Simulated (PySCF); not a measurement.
## From computed data to an observable: oscillator strength and radiative lifetime

Si(H)2(OMe)(SMe) (C2H8OSSi), SMILES CO[SiH2]SC.

Geometry: PBE-D3(BJ)/def2-SVP. Other conformers were not sampled.

PySCF with TDA-PBE/def2-SVPD puts the first singlet state with f over 0.02 at 5.72 eV (vertical), with the transition dipole (-0.384, -0.067, -0.016) in atomic units.

Problem. Find the oscillator strength, the wavelength and the radiative lifetime that this transition would have in vacuum if emission retraced absorption.

Solution. 
|μ|² = 0.1522 au, so |μ| = 0.99 D. ΔE = 5.72/27.211 = 0.2102 hartree. f = (2/3) ΔE |μ|² = 0.021 (the program prints 0.021).
λ = 1239.84/5.72 = 217 nm; ν = 46135 cm⁻¹.
Einstein's coefficient A = 0.6670 ν² f s⁻¹ (ν in cm⁻¹) = 3.0e7 s⁻¹, so τ = 1/A = 33 ns. This state is S2; the lower singlet has f = 0.002. The figure is the radiative limit of this one transition; relaxation, internal conversion, crossing to triplets and a medium change what is measured.
